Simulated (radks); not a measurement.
Results of a calculation; reference values are marked as such.
Ho58+, configuration [He] 2s2 2p5. Level of theory: non-relativistic Kohn-Sham, TPSS, spin-polarised, spherical densities, point nucleus; open shells are filled with parallel spins first (spin-orbit coupling, left out, can overturn this in heavy ions); meta-GGA in the generalised Kohn-Sham scheme; relativity is left out, which matters for an element this heavy (a radial shooting solver on a logarithmic mesh with Libxc functionals).

Normalised radial functions P(r) = r R(r), r in bohr:

```
   r/bohr * 2p up, o 3s up (the largest magnitude, 3.5, reaches the edge; | marks zero, & curves that meet)
 0.001773                             * o
 0.002461                             *  o
 0.003417                             |*  o
 0.004705                             |*   o
 0.006531                             | *   o
 0.009067                             |  *   o
  0.01249                             |    * o
  0.01733                             |     o  *
  0.02406                             |  o          *
  0.03314                           o |                  *
    0.046                     o       |                        *
  0.06386                 o           |                          *
  0.08794                     o       |                       *
   0.1221                             |   o           *
   0.1695                             |      *        o
   0.2334                             | *                o
    0.324                             *         o
   0.4497                             * o
   0.6193                             &
```

2p up: eigenvalue -12569.2 eV, 0 radial nodes, <r> = 0.0793 bohr, 90 % of the charge inside 0.127 bohr. 3s up (empty): eigenvalue -5474.4 eV, 2 radial nodes at r = 0.0289, 0.111 bohr, <r> = 0.218 bohr, 90 % of the charge inside 0.314 bohr.
